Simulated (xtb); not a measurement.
Cl₂HHfO, SMILES [OH][Hf+]([Cl])[Cl], charge +1, multiplicity 1. All values are semi-empirical tight-binding results from xtb (GFN2-xTB unless named), good for trends rather than for accurate numbers. Coordinates come from a GFN2-xTB optimisation. The spin state was assumed, not searched. The isomer is the one that the SMILES or the coordinates give; other isomers of the formula were not compared. The values are those of a single conformer.

For metal compounds this method's bond lengths and energies can be far off.

```
Item                                            Value
-------------------------------------  --------------
point group as xtb finds it                        Cs
orbital gap                                   2.98 eV
zero-point energy                        7.9 kcal/mol
G − E(el) at 298.15 K (modified RRHO)  -13.5 kcal/mol
```
